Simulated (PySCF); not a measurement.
## Levels along the 5-electron series

One electron added to the closed shell [He] 2s2: EOM-EA-CCSD calculated with PySCF 2.14, two-component X2C-1e with screened spin-orbit coupling, each ion in its own even-tempered basis, nothing frozen, the virtual space cut to natural spinors and corrected at second order; no Breit or QED terms. Binding energy of 2p1/2 and energies of the other levels above it, in eV.

```
  ion  2p1/2 binding  2p3/2 − 2p1/2  NIST ionisation energy
Yb⁶⁵⁺        16583.3         1141.7          16570 ± 30 (t)
Hf⁶⁷⁺        17690.1         1297.2          17680 ± 40 (t)
Ta⁶⁸⁺        18260.9         1381.2          18250 ± 50 (t)
 W⁶⁹⁺        18843.6         1469.7           18872 ± 3 (s)
Re⁷⁰⁺        19438.4         1562.8          19420 ± 60 (t)
Os⁷¹⁺        20045.6         1660.7          20030 ± 60 (t)
Ir⁷²⁺        20665.4         1763.7          20650 ± 70 (t)
Pt⁷³⁺        21298.0         1872.1          21280 ± 90 (t)
Au⁷⁴⁺        21943.7         1985.9          21920 ± 90 (t)
```

**Question.** Estimate the missing row, Lu⁶⁶⁺.

**Answer.** The calculation gives 2p1/2 binding 17131.0; 2p3/2 − 2p1/2 1217.4. The NIST ionisation energy is 17120 ± 40 (t).

Each ion has its own basis, which adds noise of up to about 0.1 % of the binding energies along the series.

The 2p interval goes from 1142 to 1986 eV, as Z to the power 4.58; a hydrogen-like ion gives 4, and the power is higher where the screened charge Z − σ still grows faster than Z or where Zα is large.

NIST values marked (s) are semi-empirical, (t) theoretical.
